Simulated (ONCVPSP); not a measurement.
**Ag, ONCV: configuration errors across variants**

ONCVPSP 4.0.1 input, shortened (lines: element, Z, core and valence counts, functional; n l f; lmax; l rc ep ncon nbas qcut; lloc lpopt rc5 dvloc0; l nproj debl; icmod fcfact rcfact), PBEsol, fully relativistic:

```
  Ag 47.00    6    4  -116133      upf
    1    0    2.00
    2    0    2.00
    2    1    6.00
    3    0    2.00
    3    1    6.00
    3    2   10.00
    4    0    2.00
    4    1    6.00
    4    2   10.00
    5    0    1.00
    2
    0    1.35    0.00    4    9   10.90
    1    0.95    0.00    3    6   10.00
    2    1.30    0.00    4    8    8.60
    4    4    0.70    0.00
    0    2    2.20
    1    1    0.80
    2    1    2.00
    2    0.60    0.80
```

Open shells are filled in proportion to 2j + 1.

All-electron excitation energies from the reference (eV): (1) 4s2 4p6 4d10 5s0 7.748; (2) 4s2 4p6 4d9 5s0 29.863; (3) 4s2 4p6 4d8 5s0 66.043; (4) 4s2 4p6 4d9 5s1 5p1 8.602.

3 further variants failed, have other tests or too few solved ones, and are left out.

Errors AE − PS in meV (a dash: test not solved or not reliable):

```csv
change,(1),(2),(3),(4),bound ghosts,GHOST(+) flags above zero
base,+0.2,+2.0,+12,+48,none,s
"all radii but the core radius scaled by about 1.05 (s 1.42, p 1.00, d 1.36 bohr); local potential polynomial inside 0.74 bohr (lpopt 4, dvloc0 0 Ha)",+0.2,+1.8,+11,+48,none,s
"all radii but the core radius scaled by about 1.11 (s 1.50, p 1.06, d 1.44 bohr); local potential polynomial inside 0.78 bohr (lpopt 4, dvloc0 0 Ha)",+0.1,+1.4,+10,+48,none,s
"all radii but the core radius scaled by about 1.20 (s 1.62, p 1.14, d 1.56 bohr); local potential polynomial inside 0.84 bohr (lpopt 4, dvloc0 0 Ha)",-0.1,+0.7,+8.9,+50,none,s
"all radii but the core radius scaled by about 1.23 (s 1.66, p 1.18, d 1.60 bohr); local potential polynomial inside 0.86 bohr (lpopt 4, dvloc0 0 Ha)",0.0,+0.5,+8.5,+52,none,s
```

**Question.** Give the same row for: all radii but the core radius scaled by about 1.33 (s 1.80, p 1.26, d 1.72 bohr); local potential polynomial inside 0.94 bohr (lpopt 4, dvloc0 0 Ha).

**Answer.** +0.2, -0.4, +4.8, +54; bound ghosts: none; GHOST(+) flags above zero: s.
